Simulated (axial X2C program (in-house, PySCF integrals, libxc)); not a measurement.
# What spin–orbit coupling does to MgAu⁺

Computed with an axial X2C code built on PySCF integrals. Spin-free means the one-electron spin-free X2C Hamiltonian; two-component (2c) means X2C with spin–orbit coupling and atomic mean-field two-electron Coulomb and Gaunt terms, so the difference of the two also holds small scalar two-electron terms. Basis: Au dyall-cv3z [13s14p9d6f4g], Mg dyall-cv3z [9s8p6d3f] (cores contracted in-house); Gaussian nuclei, density fitting, unrestricted open shells. Masses: Au 196.967 u, Mg 23.985 u.

Spin-free state: M_S = 0, Λ = 0 (closed shell); fragments Au + Mg+.

```csv
level,Re (Å),ωe (cm⁻¹),De (eV),μ (D)
PBE0,2.375,329.5,2.435,9.03
HF,2.475,274.6,1.391,8.18
MP2,2.338,362.0,2.331,n/a
CCSD,2.379,330.4,2.403,n/a
CCSD(T),2.371,337.2,2.475,n/a
PBE50,2.380,324.9,2.283,8.85
```

Correlated methods: 12 electrons correlated (number of frozen shells: Au 5 s, 4 p, 2 d, 1 f; Mg 2 s, 1 p), 334 virtual spin orbitals or spinors in MP2, 88 natural virtuals in coupled cluster.

Dipoles are positive if Mg is the positive end and refer to the centre of mass.

Two-component determinant lowest at the distance of the search:

Ω = 0 (closed shell); fragments Au + Mg+.

```
  level  Re (Å)  ωe (cm⁻¹)  De (eV)  μ (D)
   PBE0   2.374      330.8    2.450   9.04
     HF   2.471      277.3    1.403   8.22
    MP2   2.337      363.4    2.348    n/a
   CCSD   2.377      332.4    2.418    n/a
CCSD(T)   2.369      339.1    2.485    n/a
  PBE50   2.378      326.6    2.299   8.87
```

Question: From the two tables, how do the constants change at the CCSD(T) level (2c against spin-free)?

Answer: At the CCSD(T) level Re drops by 0.002 Å and ωe rises by 1.9 cm⁻¹; De changes by 0.010 eV.

The state is a single determinant with fixed occupations, the lowest that a limited PBE0 search found. Closed shells are restricted here (equal orbitals for both partners); the stretched side of such a curve lies too high. Dissociation energies refer to the lowest single-determinant-based atoms at the same level and basis. Coupled cluster ran in a truncated set of natural virtual spinors; the MP2 energy of the rest was added. (T) has no such correction and the atoms are truncated less, which lowers De at CCSD(T) by a hundredth of an eV or more. The T1 diagnostic is large, a sign of multireference character.
